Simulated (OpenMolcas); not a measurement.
Computed levels of 5d⁶ in ions with 74 electrons, in cm-1 above ⁵D₄.

```yaml
Program: OpenMolcas
Method: CASSCF
Basis: ANO-RCC-VTZP
Scalar_Hamiltonian: DKH2, point nucleus
Spin-orbit_coupling: state interaction with AMFI integrals over the reference wave functions, term energies averaged over their components
```

Active space for each ion: 6 electrons in 5 orbitals (5d).

| Level | Os2+ | Pt4+ |
| --- | --- | --- |
| ⁵D₃ | 4429 | 7529 |
| ⁵D₂ | 5232 | 7214 |
| ⁵D₁ | 7154 | 11270 |
| ⁵D₀ | 7632 | 11664 |
| ³H₆ | 18521 | 23716 |
| ³H₅ | 18741 | 23793 |
| ³F₃(1) | 22097 | 28477 |
| ³F₂(1) | 23132 | 29623 |
| ³G₅ | 27081 | 36782 |

Problem. Estimate ⁵D₀, ³H₆, ³H₅ for Ir3+ from its neighbours Os2+ and Pt4+.

Solution. ⁵D₀ is fine structure, which grows about as the fourth power of a screened charge, so the fourth roots are averaged: ((7632^0.25 + 11664^0.25) / 2)^4 = 9488. The calculation gives 9635, so the estimate is off by -1.5 %.
³H₆ is another term, which grows about linearly with the charge: (18521 + 23716) / 2 = 21118. The calculation gives 21129, so the estimate is off by -0.1 %.
³H₅ is another term, which grows about linearly with the charge: (18741 + 23793) / 2 = 21267. The calculation gives 21281, so the estimate is off by -0.1 %.

Mixed levels, with the weight of the term that names them: Os2+ ³H₅ (60 %), Os2+ ³F₃(1) (60 %), Os2+ ³G₅ (60 %), Ir3+ ⁵D₂ (73 %), Ir3+ ³H₅ (56 %), Ir3+ ³F₃(1) (56 %), Ir3+ ³G₅ (56 %), Pt4+ ⁵D₂ (65 %), Pt4+ ³H₅ (54 %), Pt4+ ³F₃(1) (53 %), Pt4+ ³F₂(1) (73 %), Pt4+ ³G₅ (54 %).

Without dynamic correlation excited terms often stand tens of per cent too high (terms of higher spin than the ground term too low), and those without a measured partner can miss by more than the paired ones. Terms from blocks run as CI alone lack orbitals of their own. Configurations with an s electron lie low in 5d ions of this charge, fall among these levels and mix in, so low-spin terms can stand far too high, up to twice their true height, and weights are not those of the real levels (holds for Os2+). Only configurations of the active space appear.

A number in round brackets counts repeated terms of one configuration in the order of the reference energies.
